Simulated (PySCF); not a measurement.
Gas-phase reaction: 3 Ge(CH3)4 → Ge3H8 + 4 C3H7 (i-propyl)

Method: PySCF energies plus ideal-gas RRHO corrections (1 bar). † marks an energy on the PBE0/def2-TZVP geometry and frequencies; other levels use their own. CCSD(T) freezes the core. 6-31G* has spherical d functions here. Open shells (unrestricted): C3H7 (i-propyl) (multiplicity 2); the rest are closed-shell singlets. B3LYP is the form with VWN-RPA correlation. Ge: all electrons, no relativistic terms. CCSD(T) isn't extrapolated to the basis-set limit. The harmonic model lacks anharmonicity and excited electronic states, which grow with temperature; levels with a mode under 35 cm⁻¹ are left out. Internal rotation in Ge(CH3)4, Ge3H8, C3H7 (i-propyl) is treated as a harmonic vibration of one conformer, which makes the entropy rough.

| level | ΔE electronic, kJ | ΔH°(298 K), kJ | ΔS°(298 K), J/K | ΔG°(1600 K), kJ |
|---|---|---|---|---|
| B3LYP/def2-TZVP† | 835 | 775 | 429 | 127 |
| CCSD(T)/def2-SVP† | 839 | 779 | 429 | 130 |
| HF/6-31G* | 596 | 536 | 422 | -102 |
| PBE/def2-SVP | 820 | 759 | 424 | 120 |
| PBE/def2-TZVP† | 863 | 803 | 429 | 155 |
| PBE0/def2-TZVP | 868 | 808 | 429 | 160 |
ΔH° is lowest at HF/6-31G* and highest at PBE0/def2-TZVP. No reference value is set beside these.
